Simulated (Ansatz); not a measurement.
Isolated molecules relaxed with PBE0-D4/def2-TZVP in Ansatz; ΔE leaves out vibrations. CCSD(T)/CBS adds triple-zeta CCSD(T) − MP2 to the extrapolated MP2 energy (def2 sets, frozen cores). DFT in def2-TZVPP. B3LYP here is the variant with VWN-RPA as its local correlation; programs differ in this. For Ge outer-core shells are correlated without core-valence functions, which leaves a few kJ/mol of doubt a bond. Scalar relativity is left out up to krypton.

Reaction (isomerisation): `Cl[C]1=[CH][GeH2]1` → `C#[C][GeH2][Cl]`

`Cl[C]1=[CH][GeH2]1`:

Cartesian coordinates in Å:
```
Cl -1.795 1.150 -1.551
C -0.593 0.473 -0.551
C 0.550 0.879 -0.035
Ge 0.165 -0.933 0.485
H 1.168 1.767 -0.033
H 0.877 -2.101 -0.202
H -0.373 -1.236 1.886
```

`C#[C][GeH2][Cl]`:

Cartesian coordinates in Å:
```
C 1.162 -0.017 -1.674
C 0.434 0.009 -0.714
Ge -0.726 0.057 0.778
Cl 0.401 -0.535 2.511
H 1.810 -0.042 -2.520
H -1.222 1.483 1.019
H -1.859 -0.956 0.601
```

Problem. Is it downhill or uphill in electronic energy at CCSD(T)/CBS, and by how much? (Estimate.)

Solution. Computed: Downhill: ΔE = -41.4 kcal/mol.

Problem. What do these levels give: r2SCAN-D4, B3LYP-D4, r2SCANh, LC-ωPBE, RPA@PBE/def2-TZVPP, CCSD/CBS(def2)? (An estimate is asked.)

Solution. Ansatz gave: r2SCAN-D4 -37.0, B3LYP-D4 -40.9, r2SCANh -37.5, LC-ωPBE -38.2, RPA@PBE/def2-TZVPP -41.4, CCSD/CBS(def2) -43.3 kcal/mol.

Largest T1 diagnostic among the species: 0.013.

From PBE to PBE0 (25 % exact exchange), in def2-TZVPP and without D4, ΔE moves by −2.6 kcal/mol. In def2-TZVPP, CCSD(T) changes the Hartree–Fock value by +10.7 kcal/mol (the triples alone add +1.9 kcal/mol) and MP2 by +10.5 kcal/mol. Leaving LDA and LC-ωPBE aside and taking each functional with its dispersion term where it has one, the values, not all of them listed here, spread over 11.9 kcal/mol, from BHLYP-D4 to PBE-D4. LDA lies +5.6 kcal/mol from PBE without D4.
